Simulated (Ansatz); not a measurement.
```yaml
crystal:
  periodic: [false, false, false]
  atoms:
    - {symbol: F, position_ang: [2.551132, -0.848899, 0.955288]}
    - {symbol: Ga, position_ang: [0.786219, -1.257544, 0.407164]}
    - {symbol: F, position_ang: [0.335324, -2.737338, 0.761709]}
    - {symbol: Br, position_ang: [0.354816, -0.400810, -1.402255]}
    - {symbol: Ga, position_ang: [-1.030358, 1.190034, -0.679230]}
    - {symbol: F, position_ang: [-2.577511, 0.920674, -0.959488]}
    - {symbol: F, position_ang: [-0.321590, 2.768374, -0.832965]}
    - {symbol: Br, position_ang: [-0.417502, 0.584078, 1.740216]}
basis:
  gaussian: {orbitals: cc-pVDZ, point_charges: [{charge: 1.00, position_ang: [5.272, -0.724, -0.139]}]}
hamiltonian: {xc: {name: B97}}
scf: {lower_state_search: light}
relax: {f_tol: 0.001, max_steps: 1}
```

```sh
$ ansatz run in.yaml --threads 8 --pin off --events-out ev --progress --plain --max-ram 18278MiB
```

It prints (some lines left out):

```
Functional definition: B97
1932 factors; integrals over basis functions are off by at most 2.8e-4 eV
mean field evaluation 1: about -255694.4890 eV, gradient 7.2e1 eV
mean field evaluation 2: about -255665.6158 eV, gradient 1.5e2 eV
mean field evaluation 4: about -255703.0513 eV, gradient 7.7e0 eV
mean field evaluation 8: about -255703.1650 eV, gradient 9.9e-2 eV
mean field evaluation 16: about -255703.1650 eV, gradient 1.3e-5 eV
mean field -255703.16503881 eV, -9396.9179933458 hartree, gradient 1.3e-5 eV, S^2 0.000000; 0 other end points of the search recorded, 0 dependent functions left out
reference -255703.16507382 eV, -9396.9179946324 hartree; 84, 84 occupied and 80, 80 virtual orbitals, 1932 factors
relax step   1: F+E_penalty+E_count = -255703.16503881 eV  Δ(F+E_penalty+E_count) = +0.000e0 eV  max|allowed force component| = 8.156e0 eV/Å  Δτ_max = 0.0000 Å  (28 SCF iters, accepted)
Error: geometry relaxation did not converge after 1 steps: max|allowed force component| = 8.16e0 eV/Å (threshold 1.0e-3). Raise `relax.max_steps` over both its present limit and 1, loosen `relax.f_tol`, or start from a geometry closer to equilibrium. Where this run's directory can be resumed (`checkpoint.write`), a resume goes on for up to `relax.max_steps` more
```

(1) Something in this input is off. What?

## Answers

(1) The relaxation is allowed too few steps for its threshold. The run did not converge.
